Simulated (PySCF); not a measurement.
OsF6, SMILES [F][Os]([F])([F])([F])([F])[F] (connectivity only; charge and spin as stated), neutral, multiplicity 3. Atoms are numbered in the order given.

```xyz
7

Os     0.0000     0.0000     0.0000
F     -1.2940     0.7471    -1.0901
F      1.2940    -0.7471     1.0901
F      1.2940     0.7471    -1.0901
F      0.0000     1.4941     1.0901
F      0.0000    -1.4941    -1.0901
F     -1.2940    -0.7471     1.0901
```
Charge 0, spin multiplicity 3.

Geometry: r2SCAN-D4/def2-SVP. The spin state was assumed, not searched. The isomer is the one that the SMILES or the coordinates give; other isomers of the formula were not compared. The def2 effective core potentials stand for the cores of Os; spin–orbit coupling is left out.

Method: PySCF with CAM-B3LYP/def2-TZVP.

The molecule is in vacuum.

The total energy comes out as -689.87025 hartree and the point group is D3d. The α spin, highest occupied and lowest empty level is -12.07 and -6.79 eV and the β spin, highest occupied and lowest empty level is -14.12 and -6.03 eV. The dipole moment is 0.00 D, the quadrupole, principal values (traceless, Buckingham form, about the centre of nuclear charge) is -0.13, 0.06, 0.06 D·Å and the mean static polarisability comes out as 47.4 bohr³ (7.03 Å³). The polarisability, principal values is 47.1, 47.1, 48.1 bohr³. The ⟨S²⟩ is 2.006 (pure state 2.00).
